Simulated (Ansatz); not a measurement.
Task: Name a neutral molecule of C, F, O, Si and H with HOMO energy (ωB97M-V/def2-TZVPP) between -11.10 and -10.80 eV and LUMO energy (ωB97M-V/def2-TZVPP) between 1.80 and 2.10 eV (Ansatz, PBE0-D4/def2-TZVP geometry).

Result: `CO[SiH2]O[SiH](O)F` (-11.02 eV, 1.85 eV); `C[SiH2]O[SiH2]F` (-11.05 eV, 2.08 eV); `C[SiH](F)O[SiH2]O` (-10.91 eV, 2.06 eV); `O[SiH](O)C[SiH](F)F` (-10.97 eV, 1.95 eV). Other molecules can fit too; these were computed, each in one conformer that needn't be the lowest.
